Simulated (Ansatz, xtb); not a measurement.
## C5H7FN2: which of two isomers lies lower

We compare a, `C=C1NC=C(CF)N1`, a singlet, with b, `Cc1ncc(CF)[nH]1`, a singlet. Both are isolated molecules in the gas phase, relaxed with PBE0-D3(BJ)/def2-SVP; the shapes shown needn't be the lowest conformers.

a (Å):

```xyz
15

C    -3.1351   -1.5462    0.0250
C    -1.8193   -1.3421    0.2680
C     0.4190   -0.9935   -0.0297
C     0.2334   -1.2594    1.2831
C     1.1953   -1.3012    2.3999
F     1.1762   -2.5307    3.0318
N    -0.8224   -1.0040   -0.6399
N    -1.1391   -1.4224    1.4770
H    -3.5293   -1.4651   -0.9865
H    -3.8160   -1.7872    0.8393
H    -0.9945   -0.8911   -1.6260
H     1.3319   -0.7556   -0.5682
H     2.2105   -1.1034    2.0221
H     0.9487   -0.5430    3.1652
H    -1.5299   -1.9017    2.2747
```

b (Å):

```yaml
atoms:
  - { symbol: C, position_ang: [-2.3976, 1.1890, -1.1012] }
  - { symbol: C, position_ang: [-1.0832, 0.6518, -0.6618] }
  - { symbol: C, position_ang: [1.0106, 0.3782, -0.3138] }
  - { symbol: C, position_ang: [0.4037, -0.7395, 0.2109] }
  - { symbol: C, position_ang: [0.9341, -1.9329, 0.9034] }
  - { symbol: F, position_ang: [0.5846, -3.0967, 0.2468] }
  - { symbol: N, position_ang: [0.0838, 1.2296, -0.8412] }
  - { symbol: N, position_ang: [-0.9388, -0.5399, -0.0163] }
  - { symbol: H, position_ang: [-2.8700, 0.5440, -1.8597] }
  - { symbol: H, position_ang: [-3.1019, 1.2926, -0.2605] }
  - { symbol: H, position_ang: [-2.2335, 2.1788, -1.5435] }
  - { symbol: H, position_ang: [2.0764, 0.6058, -0.3252] }
  - { symbol: H, position_ang: [0.5425, -2.0130, 1.9337] }
  - { symbol: H, position_ang: [2.0317, -1.8616, 0.9571] }
  - { symbol: H, position_ang: [-1.6736, -1.2030, 0.1937] }
```

Question: Which of the two would you expect CCSD(T)/def2-SVP + ΔMP2/def2-TZVPP electronic energies to favour?

Answer: Structure b; the calculation gives E(b) − E(a) = −28.5 kcal/mol.

How the difference moves with the method:

```csv
level,geometry,E(b) − E(a) (kcal/mol),departure from the last row (kcal/mol),"job, with rough time for the two"
PBE0-D3(BJ)/def2-SVP,PBE0-D3(BJ)/def2-SVP,−25.6,+2.9,"optimisation, 2.7 min"
HF/def2-SVP,PBE0-D3(BJ)/def2-SVP,−27.7,+0.8,part of the CCSD(T) run
MP2/def2-SVP,PBE0-D3(BJ)/def2-SVP,−32.6,−4.1,part of the CCSD(T) run
CCSD(T)/def2-SVP,PBE0-D3(BJ)/def2-SVP,−30.3,−1.8,single point
CCSD(T)/def2-SVP + ΔMP2/def2-TZVPP,PBE0-D3(BJ)/def2-SVP,−28.5,,"single point, 2.4 min"
```

As drawn, b has 1 C–C, 4 C∷N, 1 C∷C, 1 C–H in place of 2 C=C, 4 C–N, 1 N–H (∷ is an aromatic bond). Structure a has a 5-membered ring, b a 5-membered ring (with an aromatic ring).

The levels shown agree on the order. The largest departure from CCSD(T)/def2-SVP + ΔMP2/def2-TZVPP is that of MP2/def2-SVP, 4.1 kcal/mol. Levels run at GFN2-xTB geometries aren't shown. The last row adds to CCSD(T) the change of the MP2 difference between the two basis sets, here +1.8 kcal/mol.

With thermal terms from frequencies at re-optimised GFN2-xTB minima (ideal gas, soft modes damped towards free rotors, one conformer each, 298.15 K, 1 atm): the zero-point term adds +1.1 kcal/mol; ΔH is −27.5 and ΔG −27.6 kcal/mol.

The correlated steps freeze 8 core orbitals. Codes used: Ansatz 0.2.0, xtb 6.7.1; the last row on 2 threads of Intel(R) Xeon(R) Platinum 8375C CPU @ 2.90GHz (Ice Lake) on a shared host.
